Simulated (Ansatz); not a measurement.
Abridged output of a molecular run in Ansatz:

```
Functional definition: HF
1973 factors; integrals over basis functions are off by at most 1.0e-3 eV
mean field evaluation 1: about -52197.3277 eV, gradient 5.5e1 eV
mean field evaluation 2: about -52197.7710 eV, gradient 5.5e1 eV
mean field evaluation 4: about -52203.2199 eV, gradient 3.4e0 eV
mean field evaluation 8: about -52203.2894 eV, gradient 2.6e-1 eV
mean field -52203.28969068 eV, -1918.4355114718 hartree, gradient 2.1e-6 eV, S^2 0.000000; 0 other end points of the search recorded, 0 dependent functions left out
24 core orbitals not correlated: weight in the atoms' cores, before any rotation towards them, 1.000 or more for the frozen orbitals, at most 0.000 for the correlated occupied ones
reference -52203.28969068 eV, -1918.4355114718 hartree; 24, 24 occupied and 272, 272 virtual orbitals, 1973 factors
second order -39.99780662 eV of doubles, -0.00000000 eV of singles
cycle   1  -40.42620199 eV  change   -4.3e-1 eV  update   1.2e-1
cycle   2  -41.23281221 eV  change   -8.1e-1 eV  update   3.3e-2
cycle   3  -41.40551465 eV  change   -1.7e-1 eV  update   1.6e-2
cycle   4  -41.38310442 eV  change    2.2e-2 eV  update   3.6e-3
cycle   5  -41.38137237 eV  change    1.7e-3 eV  update   1.5e-3
cycle   6  -41.38212473 eV  change   -7.5e-4 eV  update   4.4e-4
cycle   7  -41.38181497 eV  change    3.1e-4 eV  update   1.4e-4
cycle   8  -41.38175262 eV  change    6.2e-5 eV  update   4.3e-5
cycle   9  -41.38177098 eV  change   -1.8e-5 eV  update   1.5e-5
perturbative correction -1.67650078 eV, -0.0616102674 hartree
Total energy: -52246.34796245 eV, -1920.0178737734 hartree
```

Its atoms:

Z-matrix (Å, degrees):
```
Si
Cl 1 2.024
O 1 1.614 2 111.0
Cl 1 2.024 2 109.5 3 -122.8
Cl 1 2.024 2 109.2 3 117.6
B 3 1.378 1 135.2 2 -61.0
O 6 1.360 3 120.0 1 -180.0
O 6 1.357 3 119.1 1 0.0
H 7 0.960 6 112.9 3 -0.0
H 8 0.960 6 112.9 3 -180.0
```

(1) Which basis set was used?
A. def2-TZVPP
B. def2-SVP
C. cc-pV(Q+d)Z
D. def2-SVPD

(2) Write the keys of the input that set method, charge and spin (a neutral closed shell needs none for the last two).

Answers

(1) A. It gives 320 functions.

(2) 
```yaml
correlation: {method: ccsd_t}
```
